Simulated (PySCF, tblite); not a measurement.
Bond stretch in ScF, singlet.

Levels: GFN2-xTB, 300 K electronic temperature (tblite); RKS-wB97X-V = restricted wB97X-V/def2-TZVP (PySCF); RHF/def2-TZVP (PySCF); UKS-wB97X-V = PySCF 2.14.0 with unrestricted wB97X-V/def2-TZVP.

Energies are in kcal/mol, each relative to the lowest point of its own curve near equilibrium.

```tsv
R / Å	GFN2-xTB	RKS-wB97X-V	RHF	UKS-wB97X-V
1.33	119.8	151.2	163.0	153.4
1.42	66.6	82.8	91.2	85.1
1.52	33.2	36.8	41.7	39.1
1.61	16.6	14.0	16.6	16.3
1.68	9.0	4.7	5.9	6.9
1.73	5.4	1.3	1.8	3.5
1.78	___	0.0	0.0	0.0
1.84	1.1	0.5	___	0.0
1.89	0.3	___	1.7	1.3
1.98	0.0	7.6	6.9	5.7
2.09	1.1	16.2	15.8	12.6
2.20	3.4	26.0	26.1	20.4
2.42	10.7	45.9	47.3	___
2.70	24.1	68.9	71.8	59.1
2.95	38.7	86.4	90.3	75.9
3.22	55.8	102.4	106.9	91.6
3.59	78.4	120.2	125.0	109.0
3.90	___	132.2	136.9	119.8
4.40	—	147.3	151.7	130.5
4.79	—	156.1	160.4	135.3
5.36	—	165.8	170.1	___
6.16	—	175.2	180.1	141.4
7.20	—	183.1	189.1	141.9
```

Question: Complete the blanks.

Answer: 
- 1.78, GFN2-xTB: 3.0
- 1.84, RHF: 0.1
- 1.89, RKS-wB97X-V: 2.3
- 2.42, UKS-wB97X-V: 37.8
- 3.90, GFN2-xTB: 94.4
- 5.36, UKS-wB97X-V: 139.2

A dash means that the run gave no value there, or that the column was ended at a point which the program doubted or which failed a test of continuity chosen for this set; such a test can also cut sound points.

At the longest distance RKS-wB97X-V leaves fractional charges on the fragments, a sign of delocalisation error or of the restricted form. The restricted form behind RKS-wB97X-V, RHF keeps the bonding electrons paired and can't separate into open-shell fragments. The unrestricted determinant behind UKS-wB97X-V is spin-contaminated at 1.78 to 7.20 Å (<S²> up to 1.0, against 0.00 for a pure singlet).
